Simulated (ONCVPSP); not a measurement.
## Which change was made? (Hf, ONCV)

ONCVPSP 4.0.1 input, shortened (lines: element, Z, core and valence counts, functional; n l f; lmax; l rc ep ncon nbas qcut; lloc lpopt rc5 dvloc0; l nproj debl; icmod fcfact rcfact), PBE, scalar-relativistic:

```
  Hf 72.00   11    3        4      upf
    1    0    2.00
    2    0    2.00
    2    1    6.00
    3    0    2.00
    3    1    6.00
    3    2   10.00
    4    0    2.00
    4    1    6.00
    4    2   10.00
    4    3   14.00
    5    0    2.00
    5    1    6.00
    5    2    3.00
    6    0    1.00
    2
    0    2.60    0.00    4    8    2.10
    1    1.85    0.00    4    7    9.20
    2    3.10    0.00    3    8    5.60
    4    5    1.85   -1.00
    0    2    1.20
    1    2    2.30
    2    2    2.20
    4    0.60    0.00
```

Cutoffs, loose and tight: the cutoffs (Ha) at which the residual kinetic energy of the hardest occupied pseudo-wave falls to 1 and 0.1 mHa per electron. They do not see the model core or the augmentation charge, which bear on the density cutoff. Test errors are all-electron minus pseudo excitation energies from the reference, over the configurations 5p6 5d2 6s2; 5p6 5d2 6s1; 5p6 5d2 6s0; 5p6 5d0 6s0; variants that change the core or the reference have their own tests. The largest error is taken over the tests solved by every variant that gives reliable tests at all, those not shown here included: 5p6 5d2 6s0; 5p6 5d2 6s1; 5p6 5d2 6s2.

The base gives: outcome: generated; cutoff, loose: 23 Ha; cutoff, tight: 29 Ha; bound ghosts: s; GHOST(+) flags above zero: none; largest test error (meV): -11.

(1) After one change the result is: outcome: generated; cutoff, loose: 9.8 Ha; cutoff, tight: 17 Ha; bound ghosts: s; GHOST(+) flags above zero: none; largest test error (meV): -12. Which change was it?
A. p: qcut 6.5
B. s: qcut 1.9; p: qcut 8.3; d: qcut 5
C. core [Kr] 4d10 4f14, valence charge 12; reference 5s2 5p6 5d2 6s2; waves now 5s+6s: rc 1.65 bohr, ncon 4, nbas 7, qcut 9.1 1/bohr, 2 projectors; 5p: rc 1.40 bohr, ncon 4, nbas 8, qcut 6.1 1/bohr, 2 projectors, debl 0.3 Ha; 5d: rc 2.45 bohr, ncon 4, nbas 9, qcut 6.9 1/bohr, 1 projector; local potential polynomial inside 1.05 bohr (lpopt 5, dvloc0 4 Ha)

## Answers

(1) A. The others give: core [Kr] 4d10 4f14, valence charge 12; reference 5s2 5p6 5d2 6s2; waves now 5s+6s: rc 1.65 bohr, ncon 4, nbas 7, qcut 9.1 1/bohr, 2 projectors; 5p: rc 1.40 bohr, ncon 4, nbas 8, qcut 6.1 1/bohr, 2 projectors, debl 0.3 Ha; 5d: rc 2.45 bohr, ncon 4, nbas 9, qcut 6.9 1/bohr, 1 projector; local potential polynomial inside 1.05 bohr (lpopt 5, dvloc0 4 Ha) → outcome: generated, projector energies reset by the program; cutoff, loose: 50 Ha; cutoff, tight: 101 Ha; bound ghosts: none; GHOST(+) flags above zero: s; largest test error (meV): +13 over the solved tests; 1 of 4 tests not solved or not reliable | s: qcut 1.9; p: qcut 8.3; d: qcut 5 → outcome: generated; cutoff, loose: 19 Ha; cutoff, tight: 24 Ha; bound ghosts: s; GHOST(+) flags above zero: none; largest test error (meV): -15.
